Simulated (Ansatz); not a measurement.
## Worked example: the enthalpy of C2H5Cl + BF3 → C2H5F + BClF2

Species: C2H5Cl (chloroethane) `CCCl`, singlet; BF3 (boron trifluoride) `FB(F)F`, singlet; C2H5F `CCF`, singlet; BClF2 (chlorodifluoroborane) `FB(F)Cl`, singlet. The partners trade Cl for F: C–Cl and B–F bonds give way to C–F and B–Cl.

Shapes, held fixed at every level: PBE0-D4/def2-TZVP. Programs: Ansatz 0.2.0. The zero-point and thermal terms to 298 K, harmonic and unscaled (PBE0-D4/def2-TZVP), stand in the table.

At CCSD/def2-SVP; 1 Eh = 2625.50 kJ/mol:

| species | energy (Eh) | H(298 K) − E (kJ/mol) | tabulated ΔfH (kJ/mol) |
| --- | --- | --- | --- |
| C2H5Cl | -538.414417 | 188.1 | -111.2 |
| BF3 | -323.572417 | 44.6 | -1135.6 |
| C2H5F | -178.451871 | 191.2 | -272.5 |
| BClF2 | -683.505355 | 41.0 | -885.3 |

Work out the reaction enthalpy at 298 K from the calculation and from the table of heats.


1. Electronic: (-178.451871) + (-683.505355) − [(-538.414417) + (-323.572417)] = 0.029608 Eh = +77.7 kJ/mol.
2. Zero-point and thermal: (191.2) + (41.0) − [(188.1) + (44.6)] = -0.5 kJ/mol.
3. Computed ΔH = +77.2 kJ/mol.
4. From the heats of formation (Active Thermochemical Tables, NIST-JANAF tables): (-272.5) + (-885.3) − [(-111.2) + (-1135.6)] = +89.0 kJ/mol.
5. Computed less tabulated: -11.8 kJ/mol. Tabulated heats carry uncertainties of their own. The tabulated value of BClF2 is in doubt (older tables, estimates, or at odds with other calculations) and kept here.
